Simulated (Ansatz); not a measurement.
Calculated with Ansatz (gas phase, PBE0-D4/def2-TZVP geometries, no zero-point term in ΔE). CBS: MP2 limit from def2 TZ/QZ plus the TZ coupled-cluster correction, frozen cores. This one scheme is used for every species. Functionals use def2-TZVPP. Each species was taken in one conformer, which may not be the lowest.

`O[SiH2][SiH2]S` + `[OH][AlH2]` → `O[SiH2][O][AlH2]` + `[SiH3]S`  (cleavage of the Si–Si bond)

CCSD(T)/CBS gives -1.43 eV.

(1) Another level gave -1.36 eV. Which?
A. PBE-D4/def2-TZVPP
B. ωB97M-V/def2-TZVPP
C. MP2/def2-TZVPP
D. LC-ωPBE/def2-TZVPP

(2) What do rigid-rotor, harmonic-oscillator terms from PBE0-D4/def2-TZVP frequencies (298.15 K, 1 bar) make of the CCSD(T)/CBS value? (Estimate.)

Largest T1 diagnostic among the species: 0.012.

Results:

(1) D. LC-ωPBE -1.36, ωB97M-V -1.45, PBE-D4 -1.11, MP2/def2-TZVPP -1.51 eV.

(2) Computed: ΔZPE = -0.04 eV, ΔH = -1.46 eV, ΔS = 20 J/(mol·K), ΔG = -1.52 eV. Modes under 50 cm⁻¹ make the entropy rough.

The D4 term adds +0.06 eV with B3LYP and +0.03 eV with PBE0; it sums over pairs of atoms, weighted by their polarisabilities, and B3LYP, whose exchange is more repulsive, gets the larger term. From BLYP to BHLYP (50 % exact exchange), in def2-TZVPP and without D4, ΔE moves by −0.23 eV.

B3LYP here is the variant with VWN-RPA as its local correlation; programs differ in this.
